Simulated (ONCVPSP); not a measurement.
## Logarithmic derivatives: Ho (Z = 67), ONCV

holmium (Ho), optimised norm-conserving Vanderbilt (ONCV), made with ONCVPSP 4.0.1 (revPBE, scalar-relativistic). Core [Kr] 4d10, reference 4f11 5s2 5p6 5d0.5 6s1.5. Waves: 5s+6s: rc 2.35 bohr, ncon 5, nbas 9, qcut 6.5 1/bohr, 2 projectors; 5p: rc 2.00 bohr, ncon 4, nbas 7, qcut 7.9 1/bohr, 3 projectors, debl 0.8 Ha; 5d: rc 2.50 bohr, ncon 5, nbas 8, qcut 3.8 1/bohr, 2 projectors, debl 2.6 Ha; 4f: rc 1.10 bohr, ncon 4, nbas 9, qcut 17.2 1/bohr, 1 projector. Local part: polynomial inside 0.95 bohr (lpopt 5, dvloc0 3 Ha). Core correction: polynomial model core, fcfact 0.4.

In the p channel the program set the typed energies aside and used -0.938, 0.250, 1.050 Ha.

The phase is arctan(r·R′/R) of the radial function R(r), unwrapped; energies in Ha, scanned from -3 to 5 Ha. A pole is an energy at which the radial function vanishes at the test radius. The pseudo phase is shifted by a multiple of π to meet the all-electron one at the reference energy, and phase errors are pseudo minus all-electron; the curves can meet again beyond the range given. Levels narrower than the energy grid can be missing from the lists of poles.

Problem. For each channel, where are the poles, and over which energies does the pseudopotential scatter like the atom?

Solution.

```json
{"channel": "s", "radius (bohr)": "2.39", "reference energy (Ha)": "-0.13", "poles, all-electron": "-1.74, 2.65", "poles, pseudo": "-1.74, 2.63", "unbroken range about the reference energy with phases within 0.05 rad": "below 4.6", "phase error 1 Ha above the reference energy (rad)": "-0.000"}
{"channel": "p", "radius (bohr)": "2.03", "reference energy (Ha)": "-0.94", "poles, all-electron": "-0.31", "poles, pseudo": "-0.31", "unbroken range about the reference energy with phases within 0.05 rad": "the whole range", "phase error 1 Ha above the reference energy (rad)": "+0.000"}
{"channel": "d", "radius (bohr)": "2.54", "reference energy (Ha)": "-0.03", "poles, all-electron": "0.65, 4.44", "poles, pseudo": "0.65, 4.44", "unbroken range about the reference energy with phases within 0.05 rad": "the whole range", "phase error 1 Ha above the reference energy (rad)": "+0.000"}
{"channel": "f", "radius (bohr)": "1.12", "reference energy (Ha)": "-0.10", "poles, all-electron": "1.04", "poles, pseudo": "1.09", "unbroken range about the reference energy with phases within 0.05 rad": "below 2.7", "phase error 1 Ha above the reference energy (rad)": "+0.009"}
```

Note: ghosts flagged at negative energy: s at -111.6 eV; GHOST(+) flagged for p at 245.1 eV, d at 587.3 eV. A true bound ghost makes a file unfit for plane-wave use.

Phases in the p channel:

```
E (Ha)  all-electron  pseudo
 -2.98         1.236   1.236
 -2.54         1.160   1.160
 -2.10         1.007   1.007
 -1.66         0.541   0.541
 -1.22        -0.787  -0.787
 -0.78        -1.370  -1.370
 -0.34        -1.561  -1.561
  0.10        -1.671  -1.671
  0.54        -1.767  -1.767
  0.98        -1.884  -1.884
  1.42        -2.082  -2.082
  1.86        -2.547  -2.547
  2.30        -3.524  -3.524
  2.74        -4.140  -4.140
  3.18        -4.376  -4.376
  3.62        -4.492  -4.492
  4.06        -4.561  -4.561
  4.50        -4.608  -4.608
  4.94        -4.644  -4.644
```
